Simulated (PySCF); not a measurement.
**TPSS on Al (aluminium, neutral)**

Configuration: [Ne] 3s2 3p1, 2P determinant. All numbers are calculated (PySCF 2.14, no relativity, point nucleus, in def2-TZVP (5s5p2d1f, 37 functions)).

```
Total energy                                                  : -242.3798 hartree
One-electron energy                                           : -336.7139 hartree
Hartree (Coulomb) energy                                      : 112.9138 hartree
Exchange-correlation energy                                   : -18.5797 hartree
Kinetic energy                                                : 241.84720 hartree
⟨S²⟩                                                          : 0.7574
⟨L²⟩                                                          : 2.023
Sum of ⟨r⟩                                                    : 13.56 bohr
Sum of ⟨r²⟩                                                   : 32.15 bohr²
Traceless quadrupole moment −½Σ⟨3z² − r²⟩ along its main axis : -5.17 e·bohr²
Density at the nucleus (Gaussians lack the cusp)              : 1350 bohr⁻³
Spin density at the nucleus                                   : 0.0123 bohr⁻³
Langevin diamagnetic susceptibility                           : -25.5 ×10⁻⁶ cm³/mol
Time after the integrals                                      : 0.38 s of wall time on 1 thread of Neoverse-V2 (shared host)
```

```csv
shell,electrons,mean orbital energy (hartree),spread (hartree),"rms radius, mean of both spins (bohr)"
1s α,1,-55.64202,0,0.140
1s β,1,-55.63993,0,0.140
2s α,1,-4.00248,0,0.685
2s β,1,-4.00044,0,0.685
2p α,3,-2.57160,0.00511,0.680
2p β,3,-2.56884,0.01057,0.680
3s α,1,-0.29334,0,2.78
3s β,1,-0.26561,0,2.78
3p α,1,-0.11837,0,3.60
```
